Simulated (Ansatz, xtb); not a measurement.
Ranking isomers of FH6PSi2

5 gas-phase structures of FH6PSi2, found in a search over its isomers (lower ones may exist). Each was relaxed with GFN2-xTB; where two conformers were screened, the lower at r2SCAN-D4/def2-SVP is listed:

A. `F[Si@H]([SiH3])P`, a singlet
B. `FP[SiH2][SiH3]`, a singlet
C. `FP([SiH3])[SiH3]`, a singlet
D. `F[SiH2][SiH2]P`, a singlet
E. `F[SiH2]P[SiH3]`, a singlet

Which do you expect lowest at r2SCAN-D4/def2-SVP, and how would the others follow?

Calculated order at r2SCAN-D4/def2-SVP: E (0.0), A (25.2), D (30.0), C (144.1), B (154.8) kJ/mol.

Energies above the lowest of each column, in kJ/mol; the last columns are at PBE-D3(BJ)/def2-SVP geometries and were run for some of them only (a dash: not run or not comparable):

| structure | GFN2-xTB | HF/STO-3G | r2SCAN-D4/def2-SVP | PBE-D3(BJ)/def2-SVP | CCSD(T)/def2-SVP + ΔMP2/def2-TZVPP |
| --- | --- | --- | --- | --- | --- |
| E | 0.0 | 0.0 | 0.0 | 0.0 | 0.0 |
| A | 63.3 | 6.8 | 25.2 | 17.1 | 31.1 |
| D | 48.5 | 11.7 | 30.0 | 21.1 | 33.6 |
| C | 65.0 | 76.7 | 144.1 | – | – |
| B | 114.5 | 75.0 | 154.8 | – | – |

Every level run on E puts it lowest or level with the lowest. Flexible structures stand in one conformer each, not always the lowest. Frequencies (PBE-D3(BJ)/def2-SVP) were run for A, D, E alone. ΔMP2 is the change of the MP2 energy from the smaller to the larger basis.

Over these structures GFN2-xTB departs from r2SCAN-D4/def2-SVP by 37.7 kJ/mol on average once a common shift is removed. A GFN2-xTB relaxation took about 0.13 s and the r2SCAN-D4/def2-SVP energy about 1.7 s on a shared host (Ansatz 0.2.0, xtb 6.7.1).
